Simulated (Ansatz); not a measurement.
Relaxation of (F)2Al-O-SiH3 (AlSiOF2H3) with RKS PBE0-D4/def2-SVP.

```sh
$ ansatz run in.yaml --threads 4 --pin off --events-out ev --progress --plain --max-ram 3916MiB
```

```yaml
crystal:
  periodic: [false, false, false]
  atoms:
    - {symbol: Al, position_ang: [1.495790, 0.956600, -0.227570]}
    - {symbol: F, position_ang: [1.835730, 2.225000, 0.754630]}
    - {symbol: F, position_ang: [2.556750, 0.583240, -1.420950]}
    - {symbol: O, position_ang: [0.117100, 0.076810, -0.020430]}
    - {symbol: Si, position_ang: [-1.254170, -0.801120, 0.189990]}
    - {symbol: H, position_ang: [-2.235910, 0.123040, 0.755820]}
    - {symbol: H, position_ang: [-0.889730, -1.880370, 1.107910]}
    - {symbol: H, position_ang: [-1.625560, -1.283200, -1.139400]}
basis:
  gaussian: {orbitals: def2-SVP}
hamiltonian: {xc: pbe0, dispersion: d4}
scf: {omitted_lower_state_checks: [starts]}
output: {orbitals: {seedname: orbitals}}
relax: {f_tol: 0.02, max_steps: 100}
```

Hardware: 4 threads of Arm Neoverse N1 on a shared host. Wall time 13 s.

Positions (Å) and forces (eV/Å) at steps 1, 2, 3, 4, 6 of 6:

```xyz
8
step=1 energy=-21986.1444 eV
Al    1.496    0.957   -0.228    0.182    0.120   -0.031
F     1.836    2.225    0.755    0.118    0.263    0.168
F     2.557    0.583   -1.421    0.246   -0.031   -0.221
O     0.117    0.077   -0.020    0.085    0.053   -0.012
Si   -1.254   -0.801    0.190    0.690    0.430   -0.096
H    -2.236    0.123    0.756   -0.655    0.097    0.237
H    -0.890   -1.880    1.108   -0.211   -0.563    0.350
H    -1.626   -1.283   -1.139   -0.455   -0.370   -0.395
8
step=2 energy=-21986.2395 eV
Al    1.532    0.988   -0.239    0.199    0.075    0.010
F     1.883    2.252    0.752    0.046    0.131    0.062
F     2.605    0.608   -1.426    0.103    0.000   -0.111
O     0.149    0.100   -0.028   -0.310   -0.186    0.038
Si   -1.229   -0.785    0.186    0.054    0.040   -0.012
H    -2.296    0.076    0.763   -0.070    0.046    0.036
H    -0.954   -1.916    1.114    0.011   -0.068    0.054
H    -1.689   -1.323   -1.122   -0.034   -0.038   -0.076
8
step=3 energy=-21986.1113 eV rejected
Al    1.623    0.888   -0.133   -0.155    1.134   -0.908
F     1.848    2.322    0.691    0.122   -0.705   -0.026
F     2.571    0.675   -1.491   -0.115   -0.168    0.687
O     0.187    0.053    0.021    0.008   -0.261    0.200
Si   -1.231   -0.783    0.184    0.032   -0.099    0.085
H    -2.300    0.093    0.756    0.072    0.018   -0.037
H    -1.009   -1.936    1.111   -0.020    0.021   -0.022
H    -1.690   -1.311   -1.137    0.055    0.060    0.020
8
step=4 energy=-21986.2427 eV
Al    1.546    0.989   -0.236   -0.216   -0.141    0.035
F     1.887    2.262    0.752    0.041    0.052    0.017
F     2.610    0.613   -1.434    0.058    0.014   -0.034
O     0.147    0.095   -0.025    0.151    0.095   -0.022
Si   -1.231   -0.787    0.187   -0.013   -0.007    0.000
H    -2.303    0.076    0.765   -0.009    0.000    0.003
H    -0.961   -1.923    1.117   -0.004   -0.008    0.004
H    -1.694   -1.326   -1.126   -0.007   -0.005   -0.004
8
step=6 energy=-21986.2437 eV
Al    1.542    0.986   -0.235    0.000    0.000    0.000
F     1.893    2.264    0.746    0.000    0.000    0.000
F     2.614    0.621   -1.432    0.000    0.000    0.000
O     0.148    0.093   -0.022   -0.002   -0.002    0.001
Si   -1.233   -0.788    0.187    0.001    0.001    0.000
H    -2.304    0.076    0.765    0.001   -0.001    0.000
H    -0.965   -1.925    1.117   -0.001    0.001   -0.001
H    -1.695   -1.327   -1.126    0.001    0.000    0.001
```
